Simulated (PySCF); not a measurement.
## Spin-rotation constants: `InChI=1S/C7H9NO2/c1-7(5-8)3-2-4-10-6(7)9/h2-4H2,1H3/t7-/m0/s1`

Geometry:
```
atom   x (Å)   y (Å)   z (Å)
  C1   2.133  -0.313  -0.556
  C2   0.802   0.136   0.058
  C3   1.017   1.381   0.771
  N4   1.170   2.377   1.309
  C5  -0.284   0.361  -1.003
  C6  -1.618   0.576  -0.298
  C7  -1.952  -0.687   0.477
  O8  -0.913  -1.118   1.350
  C9   0.379  -0.874   1.148
 O10   1.194  -1.406   1.848
 H11   2.861  -0.494   0.231
 H12   1.991  -1.236  -1.115
 H13   2.514   0.454  -1.227
 H14  -0.339  -0.514  -1.656
 H15  -0.023   1.226  -1.615
 H16  -1.543   1.428   0.382
 H17  -2.414   0.775  -1.016
 H18  -2.160  -1.513  -0.216
 H19  -2.824  -0.547   1.121
```

Method: GIAO BHandHLYP/pcSseg-1 magnetisability, rotational g tensor and spin-rotation constants, non-relativistic, gas phase (PySCF 2.14.0). Geometry: GFN2-xTB.

**Question.** Give the nuclear spin-rotation constants along the inertial axes (H = +C I·J) beside the isotropic shieldings.

**Answer.** Rotational constants 1.7336, 1.3772, 1.1244 GHz. A star marks the isotopologue with that one atom substituted, in its own axes.
```tsv
atom	isotope	Caa (kHz)	Cbb (kHz)	Ccc (kHz)	mean (kHz)	σ (ppm)
N4	14N	0.303	0.266	0.129	0.233	-39.1
H11	1H	-0.087	-0.056	-0.097	-0.080	29.1
H12	1H	-0.142	-0.141	-0.028	-0.104	30.7
H13	1H	-0.106	-0.062	-0.112	-0.093	30.5
H14	1H	-0.170	-0.144	-0.003	-0.106	30.3
H15	1H	-0.136	-0.008	-0.124	-0.089	29.7
H16	1H	-0.150	-0.121	-0.013	-0.095	29.4
H17	1H	-0.109	-0.047	-0.123	-0.093	30.3
H18	1H	-0.099	-0.146	0.008	-0.079	27.7
H19	1H	-0.050	-0.150	-0.012	-0.071	27.2
C1	13C*	0.273	0.217	0.166	0.219	159.7
C2	13C*	0.308	0.222	0.188	0.239	150.1
C3	13C*	0.605	0.526	0.221	0.451	58.5
C5	13C*	0.278	0.244	0.191	0.238	150.1
C6	13C*	0.257	0.221	0.164	0.214	161.7
C7	13C*	0.374	0.279	0.269	0.307	115.9
O8	17O*	-0.303	-0.446	-0.136	-0.295	144.1
C9	13C*	0.865	0.459	0.333	0.552	12.7
O10	17O*	-1.018	-0.791	-0.160	-0.656	-134.2
```
For the geometry as given, no vibrational averaging.
